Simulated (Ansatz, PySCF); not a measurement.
Species: C3H5N, net charge 0, singlet state. 
Coordinates optimised at B3LYP-D3(BJ)/def2-TZVP (Ansatz, a first-principles code):
```xyz
9

C     -1.5290     0.2840    -0.1251
C     -0.2976    -0.5526    -0.4537
N      0.8749    -0.0301     0.1651
C      1.8162     0.4197     0.6833
H     -1.4021     1.3088    -0.4729
H     -1.7052     0.3036     0.9501
H     -2.4041    -0.1449    -0.6144
H     -0.4263    -1.5820    -0.1143
H     -0.1245    -0.5812    -1.5311
```
Charge 0, spin multiplicity 1.

Quantity: vertical ionisation energy (to the doublet state of charge +1; each state is the SCF solution reached for its spin; the UHF <S^2> is 1.17 for the doublet (pure: 0.75)), in eV. Correlated levels leave the core frozen unless marked. Open shells are spin-unrestricted. No spin-orbit coupling. No relativistic terms. CBS(X,Y): correlation extrapolated as X^-3; Hartree-Fock from the larger set. The bracket is a focal-point correction in the basis named.

```csv
level,program,vertical ionisation energy (eV)
HF/aug-cc-pVTZ,Ansatz,9.87
r2SCAN/def2-TZVPD,Ansatz,10.90
MP2/aug-cc-pVDZ,Ansatz,11.56
RI-MP2/aug-cc-pVTZ,Ansatz,11.78
SCS-MP2/aug-cc-pVTZ,Ansatz,11.96
CCSD(T)/aug-cc-pVTZ,Ansatz,11.12
"RI-MP2/CBS(aug-cc-pVTZ,aug-cc-pVQZ)+[CCSD(T)-MP2]/aug-cc-pVTZ",Ansatz,11.26
```

For comparison, minus the highest occupied orbital energy (PySCF): 7.85 eV at TPSSh/def2-TZVPD, 12.69 eV at HF/def2-TZVPD, 10.06 eV at M06-2X/def2-TZVPD.
